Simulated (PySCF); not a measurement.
Compound: H8OSeSi3.
Atom-mapped SMILES: `[SiH3:1][O:2][SiH2:3][Se:4][SiH3:5]` (hydrogens: H6, H7, H8 on Si1; H9, H10 on Si3; H11, H12, H13 on Si5)

Computed by this run: PBE0-D3(BJ)/def2-SVP geometry optimisation, gas phase (PySCF 2.14.0); density fitting, grid level 1; the optimiser is geomeTRIC in internal coordinates, started from a GFN2-xTB structure with every atom displaced at random (about 0.01 Å).

Step 0: E = -91125.9238 eV
```
atom  x, y, z in Å  |  force x, y, z in eV/Å
Si1    -2.0673    0.7159   -0.2485   -0.728   1.468  -0.284
O2     -1.1819   -0.6113   -0.2715    0.251  -0.817  -0.568
Si3    -0.2200   -1.7002    0.3934    1.565   0.252   1.022
Se4     1.5235   -0.6456    1.5107   -0.399  -0.472   0.214
Si5     2.2520    0.7636   -0.1124   -0.401  -0.396   0.674
H6     -2.1702    1.0954   -1.6696   -0.262   0.367  -0.233
H7     -3.3591    0.3668    0.3401   -0.639   0.095   0.207
H8     -1.3908    1.7668    0.5375    0.044   0.300   0.169
H9      0.3273   -2.4382   -0.7106    0.372  -0.825  -0.641
H10    -0.9173   -2.4611    1.4216   -0.213  -0.487   0.392
H11     3.5148    1.2512    0.4328    0.565   0.270   0.047
H12     1.2991    1.8533   -0.2835   -0.363   0.578  -0.175
H13     2.3958    0.0267   -1.3503    0.206  -0.332  -0.824
```

Problem. Estimate the geometry and energy of step 1. (The exact step hangs on the optimiser's Hessian estimate; all steps are aligned on step 0, rigid shifts and turns removed.)

Solution. E = -91126.2367 eV, largest force 0.308 eV/Å
```
atom  x, y, z in Å  |  force x, y, z in eV/Å
Si1    -2.0898    0.7681   -0.2710    0.210  -0.213   0.003
O2     -1.1359   -0.6008   -0.2854   -0.160   0.163  -0.080
Si3    -0.1299   -1.7084    0.4053    0.099   0.267   0.116
Se4     1.5348   -0.6875    1.5993   -0.086  -0.041  -0.058
Si5     2.2069    0.7062   -0.0831   -0.022  -0.034   0.127
H6     -2.2578    1.2357   -1.6762    0.009  -0.018   0.010
H7     -3.4221    0.4472    0.3125   -0.043  -0.022   0.021
H8     -1.4369    1.8357    0.5377    0.012   0.026   0.031
H9      0.4580   -2.5176   -0.6891   -0.011  -0.072  -0.060
H10    -0.8414   -2.5380    1.4103   -0.060  -0.106   0.013
H11     3.4982    1.2689    0.3896    0.095   0.052  -0.033
H12     1.2351    1.8114   -0.3013   -0.061   0.061  -0.018
H13     2.3866   -0.0380   -1.3589    0.017  -0.064  -0.071
```

The energy changes by -0.3129 eV. The first-order estimate −F·Δx gives -0.6326 eV and the mean of the old and new forces, exact on a quadratic surface, -0.3172 eV. The step makes an angle of 60° with the force vector and moves no atom by more than 0.166 Å.

The cost below is that of the whole optimisation. Time: 79 s of wall time; peak memory 0.62 GiB. Hardware: one thread, Arm Neoverse V2 (aarch64) (shared host).
